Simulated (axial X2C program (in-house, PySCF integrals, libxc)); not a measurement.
Worked dissociation energy of BeB: MP2, with spin–orbit coupling

Computed with an in-house relativistic program for diatomic molecules. Two-component (2c) means X2C with spin–orbit coupling and atomic mean-field two-electron Coulomb and Gaunt terms. Basis: B dyall-v3z [7s6p2d1f], Be dyall-cv3z [8s8p3d1f] (cores contracted in-house); Gaussian nuclei, density fitting, unrestricted open shells. Masses: B 11.009 u, Be 9.012 u.

Molecular state: Ω = 1/2 (⟨Sz⟩ = -0.50, ⟨Lz⟩ = 1.00 at HF).

Correlated methods: 5 electrons correlated (number of frozen shells: B 1 s; Be 1 s), 155 virtual spin orbitals or spinors in MP2.

* E(B) (2M_J = 1): -24.584596 hartree
* E(Be) (2M_J = 0): -14.604146 hartree
* E(BeB) at Re: -39.214645 hartree
* ωe: 706.9 cm⁻¹
* ωexe: 20.7 cm⁻¹

(1) Work out De and D0.

Occupations by symmetry block were frozen at the best pattern of an incomplete PBE0 search. Dissociation energies refer to the lowest single-determinant-based atoms at the same level and basis. PBE0 can misorder states that lie within some tenths of an eV, so this need not be the ground state of the molecule. The nearest other 2c determinant of the search, Ω = 3/2, lies 0.00 eV up at the distance of the search. The atomic limit has a lower orbital projection than the molecule and lies lower at mean-field level, so De may be about a tenth of an eV too small.

Each atomic determinant is the lowest at this level and need not be a pure J level. Totals compare only within one Hamiltonian and basis.

Results:

(1) De = -24.584596 + (-14.604146) − (-39.214645) = 0.02590 hartree = 0.705 eV. The zero-point energy is ωe/2 − ωexe/4 = 348 cm⁻¹ = 0.043 eV, so D0 = 0.662 eV.
